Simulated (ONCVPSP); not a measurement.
# Pt: excitation energies, all-electron against ONCV

- Element: Pt
- Generator: ONCVPSP 4.0.1
- Type: optimised norm-conserving Vanderbilt (ONCV)
- Functional: PBEsol
- Relativity: scalar-relativistic
- Frozen core: [Xe] 4f14
- Valence charge: 10
- Reference configuration: 5d9 6p1
- Partial waves: s scattering state at 0.21 Ha: rc 3.45 bohr, ncon 4, nbas 7, qcut 2 1/bohr, 2 projectors, debl 2.1 Ha; 6p: rc 3.70 bohr, ncon 4, nbas 8, qcut 1.8 1/bohr, 2 projectors, debl 1.8 Ha; 5d: rc 1.35 bohr, ncon 5, nbas 9, qcut 6.4 1/bohr, 2 projectors, debl 2.3 Ha; f scattering state at 0.44 Ha: rc 3.60 bohr, ncon 5, nbas 9, qcut 2.8 1/bohr, 2 projectors, debl 3.5 Ha
- Local potential: polynomial inside 1.05 bohr (lpopt 5, dvloc0 0 Ha)
- Core correction: polynomial model core, fcfact 0.5

In the s channel the program set the typed energies aside and used -0.264, 1.836 Ha.

Energies are relative to the spin-unpolarised reference configuration 5d9 6p1; without spin polarisation the order of configurations can differ from experiment.

Question: Give the all-electron excitation energy and the error of the potential for: 5d9 6s1 6p0; 5d9 6p0; 5d8 6p0; 5d8 6s2 6p0.

Answer:

```json
{"valence configuration": "5d9 6s1 6p0", "charge": "0", "ΔE all-electron (eV)": "-5.134", "error AE − PS (meV)": "-12"}
{"valence configuration": "5d9 6p0", "charge": "+1", "ΔE all-electron (eV)": "4.091", "error AE − PS (meV)": "-8.5"}
{"valence configuration": "5d8 6p0", "charge": "+2", "ΔE all-electron (eV)": "24.088", "error AE − PS (meV)": "-55"}
{"valence configuration": "5d8 6s2 6p0", "charge": "0", "ΔE all-electron (eV)": "-4.147", "error AE − PS (meV)": "+120"}
```

Note: ghosts flagged at negative energy: s at -181.4 eV, p at -97.8 eV, f at -17.5 eV (a further GHOST(-) flag falls on a real empty level of the atom); GHOST(+) flagged for s at 53.3 eV. A true bound ghost makes a file unfit for plane-wave use.
